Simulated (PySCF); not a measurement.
Species: C4H2F2O2 (charge +1 and doublet state).
Z-matrix (Å and degrees, GFN2-xTB geometry), rows numbered from 1:
```
O 
C   1  1.2708
C   2  1.4405  1  128.68
F   3  1.2946  2  124.19  1    -0.35
C   3  1.3954  2  107.31  1   179.72
C   5  1.3823  3  104.63  2     0.12
F   6  1.2798  5  130.96  3   179.74
O   2  1.3410  1  123.12  3   179.78
H   1  0.9807  2  117.37  3  -179.70
H   5  1.0761  3  127.90  2  -179.87
```

The hyperfine couplings belong to this conformer and change with its torsions.

As a line formula: `OC1=C(F)[CH][C+](F)O1` [radical] (charge +1).

Level of theory: UKS B3LYP, pcH-1 on C F H O, non-relativistic, mean-field spin-orbit, GIAO in PySCF. Geometry: GFN2-xTB, one conformer, isolated ion. Couplings are sensitive to structure, and on GFN2-xTB geometries they can be far from those on DFT ones, by a factor of two or more for some ions and for spin on atoms past the first row. The SCF solution wasn't tested for stability.

Principal values of hyperfine tensors in MHz (contact and dipolar terms together), for some of the nuclei:

```json
{"atom": "F7", "isotope": "19F", "A1": "-82.12", "A2": "-62.98", "A3": "394.20"}
{"atom": "F4", "isotope": "19F", "A1": "-63.94", "A2": "-57.01", "A3": "281.63"}
{"atom": "C6", "isotope": "13C", "A1": "0.35", "A2": "2.29", "A3": "111.34"}
{"atom": "C5", "isotope": "13C", "A1": "-25.05", "A2": "-19.80", "A3": "-18.42"}
{"atom": "O1", "isotope": "17O", "A1": "-78.69", "A2": "10.88", "A3": "12.91"}
{"atom": "C2", "isotope": "13C", "A1": "-15.85", "A2": "-13.05", "A3": "82.81"}
{"atom": "H9", "isotope": "1H", "A1": "-26.10", "A2": "-19.56", "A3": "6.25"}
{"atom": "O8", "isotope": "17O", "A1": "3.13", "A2": "3.42", "A3": "12.83"}
```

(1) Give the isotropic coupling of each nucleus in MHz and in mT (g = 2.0037), and the anisotropic part.

(2) What spin density at the nucleus of O8 lies behind its contact coupling (g_N = -0.75752)?

(3) C3 (13C, g_N = 1.40482) isn't in the table. Its spin density at the nucleus is 0.007935 bohr⁻³. What is its contact coupling?

(4) Name the largest traceless tensor T of the table and describe it.

(5) What first-order splitting does C6 cause when the field lies along A1, A2 or A3 of its tensor (g taken as isotropic, no quadrupole term)?

## Answers

(1) a_iso = (A1 + A2 + A3)/3, Ti = Ai − a_iso; 1 mT corresponds to 28.045 MHz.

| atom | a_iso (MHz) | a_iso (mT) | T1 | T2 | T3 |
| --- | --- | --- | --- | --- | --- |
| F7 | 83.03 | 2.961 | -165.15 | -146.01 | 311.16 |
| F4 | 53.56 | 1.910 | -117.50 | -110.57 | 228.07 |
| C6 | 37.99 | 1.355 | -37.64 | -35.71 | 73.35 |
| C5 | -21.09 | -0.752 | -3.96 | 1.29 | 2.67 |
| O1 | -18.30 | -0.652 | -60.39 | 29.18 | 31.21 |
| C2 | 17.97 | 0.641 | -33.82 | -31.02 | 64.84 |
| H9 | -13.14 | -0.468 | -12.96 | -6.42 | 19.38 |
| O8 | 6.46 | 0.230 | -3.33 | -3.04 | 6.37 |

(2) a_FC = (2μ0/3) gₑ μB g_N μN ρ(0)/(2S·h) = 800.24 MHz × g_N × ρ(0)/(2S), with ρ in bohr⁻³. With a_FC = 6.46 MHz and 2S = 1, ρ(0) = -0.01065 bohr⁻³. The nuclear moment is negative, so coupling and spin density have opposite signs.

(3) By the same relation, a_FC = 8.92 MHz. Its full tensor has the principal values -14.92, -12.23, 53.91 MHz.

(4) F7: -165.2, -146.0, 311.2 MHz, nearly axial, close to the ratio −1:−1:+2.

(5) 2 lines (I = 1/2), spaced by |A_i|/(g × 13.996): 0.01, 0.08, 3.97 mT along the axes of A1, A2 and A3.

Time: 83 s wall (with the writing of density and orbital grids); peak memory 0.86 GiB. Hardware: AMD EPYC, one thread, shared host with 64 logical CPUs at a one-minute load of 61.

The SMILES draws the unpaired electron on C5; the largest computed Mulliken spin population is on C6 (0.34 against -0.06).
